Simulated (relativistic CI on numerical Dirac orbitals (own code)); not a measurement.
# Mn6+: L2,3 absorption edge

Computed with this model: Dirac-Coulomb-Breit CI, orbitals from a KLI potential per configuration, model QED, valence Slater integrals scaled by 0.8, multiplet model of core-to-valence dipole absorption; configurations [Ar] 3d → [He] 2s2 2p5 3s2 3p6 3d2; 300 K; Lorentzian 0.4 eV and Gaussian 0.3 eV FWHM. Energies are those of the free ion, without screening or charge transfer. The branching ratio is the share of the lower-energy edge in the whole absorption, uncertain by about 0.02 where the edges overlap. S is read from ⟨S²⟩ = S(S + 1).

Field parameters in Wybourne normalisation: D3d B²₀ = −7Dσ, B⁴₀ = −14Dq − 21Dτ, B⁴₃ = −14√(10/7) Dq; D4h B²₀ = −7Ds, B⁴₀ = 21(Dq − Dt), B⁴₄ = 21√(5/14) Dq; Oh B⁴₀ = 21Dq, B⁴₄ = √(5/14) B⁴₀; Td as Oh with Dq negative (B⁴₀ = 21Dq, B⁴₄ = √(5/14) B⁴₀). The field is a parameter set, without covalency.

Computed curve for Td, 10Dq = -14600 cm⁻¹, scaled to 100 at the maximum (points under 2 are left out and the grid is thinned):

```csv
Energy (eV),Intensity
652.1,2.0
652.4,4.6
652.8,3.3
653.1,2.9
653.8,2.2
654.2,3.4
654.5,5.8
654.8,6.8
655.1,6.1
655.5,9.5
655.8,8.2
656.1,7.3
656.5,11.3
656.8,18.2
657.1,23.1
657.5,22.4
657.8,20.3
658.1,35.5
658.4,54.2
658.8,62.1
659.1,43.9
659.4,34.5
659.8,26.3
660.1,17.1
660.4,14.2
660.8,9.8
661.1,11.5
661.4,7.2
661.8,3.8
662.1,4.7
662.4,9.6
662.7,12.1
663.1,18.5
663.4,11.7
663.7,6.2
664.1,10.4
664.4,14.6
664.7,14.6
665.1,11.8
665.4,14.9
665.7,23.1
666.1,25.2
666.4,13.5
666.7,17.9
667.0,22.5
667.4,20.7
667.7,31.8
668.0,53.7
668.4,100.0
668.7,74.3
669.0,44.7
669.4,39.7
669.7,30.9
670.0,15.8
670.3,8.4
670.7,8.7
671.0,5.4
671.3,2.7
673.4,2.7
673.7,2.2
```

The ground state has S = 0.50, and the centroid lies at 663.66 eV.
